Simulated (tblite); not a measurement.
C2H5OSi (doublet state).
Z-matrix (Å and degrees, GFN2-xTB geometry), rows numbered from 1:
```
C 
Si  1  1.8229
C   2  1.9447  1  101.29
O   3  1.1983  2  123.80  1    94.91
H   1  1.0768  2  122.63  3    84.43
H   1  1.0767  2  122.08  3   -84.60
H   2  1.4648  1  114.46  3  -111.91
H   2  1.4586  1  115.09  3   114.70
H   3  1.1092  2  115.98  1   -80.88
```

All values are computed: GFN2-xTB (tblite) harmonic vibrations without scaling, gas phase. The method is semi-empirical: single wavenumbers can be off by several per cent or more. Modes of hydrogen on silicon can be 10 to 20 % off. One conformer, not necessarily the lowest. Open shells enter through the occupations alone, without spin polarisation, and single modes of such species can be off by tens of per cent.

Harmonic wavenumbers (cm⁻¹): 65.4, 133.9, 174.6, 305.3, 449.7, 533.0, 546.9, 625.1, 639.8, 739.2, 756.0, 767.4, 885.3, 1315.1, 1383.7, 1760.2, 2244.4, 2301.0, 2695.4, 3085.9, 3123.7.

A = 11978, B = 3589, C = 3142 MHz; mass 73.011 u (most abundant isotopes); point group C1, symmetry number 1; spin multiplicity 2.

**Question.** What is the zero-point energy?

**Answer.** ½Σν̃ = 12266 cm⁻¹ = 146.73 kJ/mol.

**Question.** Entropy at 273.15 K, 1 bar (ideal gas, RRHO, classical rotation)?

**Answer.** Translation 160.55, rotation 104.68, vibration 55.49, spin (R ln 2) 5.76: S = 326.5 J/(mol K).

**Question.** And Cp and H(273.15 K) − H(0)?

**Answer.** Cp = 95.40 J/(mol K), of which vibrations give 62.15 (their classical limit is 21 R = 174.6); H(273.15 K) − H(0) = 17.41 kJ/mol without the zero-point energy, 8.33 from vibrations.

**Question.** What must be added to the electronic energy to get the Gibbs energy at 273.15 K and 1 bar?

**Answer.** ZPE + [H(273.15 K) − H(0)] − T·S = 146.73 + 17.41 − 89.18 = 74.96 kJ/mol.

**Question.** Blend soft modes into free rotors: weight 1/[1 + (100 cm⁻¹/ν̃)⁴] for the oscillator and the rest for a rotor with moment μB/(μ + B), μ = h/(8π²ν), B = 10⁻⁴⁴ kg m². What vibrational entropy results?

**Answer.** 52.01 J/(mol K) in place of 55.49, which changes −T·S at 273.15 K by +0.95 kJ/mol.

Hindered rotation and anharmonicity are outside this model. Other conformers, if any are populated, would add a mixing term that is left out. The structure is chiral; the term R ln 2 for an equal mix with its mirror image is left out.
